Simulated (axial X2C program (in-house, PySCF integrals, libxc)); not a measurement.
**Potential curves of NaGa⁻, without spin–orbit coupling**

Calculated with an axial X2C code built on PySCF integrals. Spin-free means the one-electron spin-free X2C Hamiltonian. Basis: Ga dyall-acv3z [10s10p8d5f1g], Na dyall-av3z [10s9p5d2f] (cores contracted in-house); Gaussian nuclei, density fitting, unrestricted open shells. Masses: Ga 68.926 u, Na 22.990 u.

State: M_S = 1/2, Λ = 1 (beyond evenly filled blocks: π+α). Energies in kJ/mol from the fragments at the same level (Ga + Na-). Fits are polynomials in 1 − R0/R over 0.85 to 1.23 times the lowest point R0.

```json
{"R (Å)": "2.7422", "PBE0": "-72.09", "TPSS": "-69.58", "CCSD(T)": ""}
{"R (Å)": "2.8683", "PBE0": "-78.70", "TPSS": "-76.21", "CCSD(T)": "-63.22"}
{"R (Å)": "2.9629", "PBE0": "-81.54", "TPSS": "-79.09", "CCSD(T)": "-67.05"}
{"R (Å)": "3.0574", "PBE0": "-83.00", "TPSS": "-80.59", "CCSD(T)": "-69.30"}
{"R (Å)": "3.1520", "PBE0": "-83.36", "TPSS": "-80.98", "CCSD(T)": "-70.31"}
{"R (Å)": "3.2623", "PBE0": "-82.83", "TPSS": "-80.51", "CCSD(T)": "-70.29"}
{"R (Å)": "3.3726", "PBE0": "-81.48", "TPSS": "-79.21", "CCSD(T)": "-69.31"}
{"R (Å)": "3.5145", "PBE0": "-78.94", "TPSS": "-76.75", "CCSD(T)": "-67.04"}
{"R (Å)": "3.6878", "PBE0": "-75.13", "TPSS": "-73.07", "CCSD(T)": ""}
{"R (Å)": "3.9400", "PBE0": "-68.93", "TPSS": "-67.11", "CCSD(T)": ""}
```

Correlated methods: 5 electrons correlated (number of frozen shells: Ga 3 s, 2 p, 1 d; Na 2 s, 1 p), 331 virtual spin orbitals or spinors in MP2, 82 natural virtuals in coupled cluster.

Occupations by symmetry block were frozen at the best pattern of an incomplete PBE0 search. Dissociation energies refer to the lowest single-determinant-based atoms at the same level and basis. CCSD and (T) use frozen natural virtuals with an MP2 correction for the truncation; (T) itself is uncorrected, so its De runs slightly low. Other states lie close and PBE0, whose exact exchange favours high spin, may order them wrongly; the determinant shown need not be the ground state. The nearest other spin-free determinant of the search, M_S = 3/2, Λ = 0, lies 0.30 eV up at the distance of the search. Without a current term, density functionals place determinants with orbital angular momentum somewhat too high. The atomic limit has a lower orbital projection than the molecule and lies lower at mean-field level, so De may be about a tenth of an eV too small. The highest occupied level of some functionals is positive through self-interaction error; at Hartree–Fock it is bound. The determinant is spin-polarised beyond a pure state at some levels (its spin-free form has ⟨S²⟩ too high), which makes Re and μ there less reliable. The T1 diagnostic is large, a sign of multireference character. With the outer-core shells frozen, correlated bond lengths of heavy atoms tend to come out a few hundredths of an ångström too long. Spin-free De lacks the spin–orbit lowering of the heavy p-block atom, a tenth of an eV or more for 4p and 5p, up to an eV for 6p and one to two eV for 7p atoms, less what an open-shell molecule gains itself. Coupled cluster ran on the points near the minimum only. MP2 and coupled cluster on one determinant become unreliable at the stretched end.

What are Re, ωe and De at the PBE0 level?

At PBE0, spin-free: Re = 3.146 Å, ωe ≈ 122 cm⁻¹, De = 0.86 eV to Ga + Na-; Be follows as 0.0988 cm⁻¹.

What are Re, ωe and De at the TPSS level?

At TPSS, spin-free: Re = 3.151 Å, ωe ≈ 120 cm⁻¹, De = 0.84 eV to Ga + Na-; Be follows as 0.0985 cm⁻¹.

Fit the CCSD(T) curve near its minimum: give the equilibrium distance, the harmonic wavenumber and the well depth.

At CCSD(T), spin-free: Re = 3.204 Å, ωe ≈ 123 cm⁻¹, De = 0.73 eV to Ga + Na-; Be follows as 0.0953 cm⁻¹.
